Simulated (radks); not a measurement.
Question: All-electron atom: F8+ in 1s1. Method: scalar-relativistic Kohn-Sham, LDA (Slater exchange, Perdew-Wang correlation), spin-polarised, spherical densities, point nucleus; open shells are filled with parallel spins first; computed with a radial shooting solver on a logarithmic mesh with Libxc functionals. Some entries of the table are withheld. Estimate them.

| orbital | occ. | eigenvalue (eV) | <r^2> (bohr^2) | <1/r> (bohr^-1) |
|---|---|---|---|---|
| 1s up | 1 | -1039.429 | (1) | 8.976 |
| 2s up | 0 | (2) | 0.5589 | (3) |
| 2p up | 0 | -233.6941 | 0.4088 | 2.158 |

Answer: 
(1) 1s up <r^2> (bohr^2): 0.03751
(2) 2s up eigenvalue (eV): -238.0959
(3) 2s up <1/r> (bohr^-1): 2.161
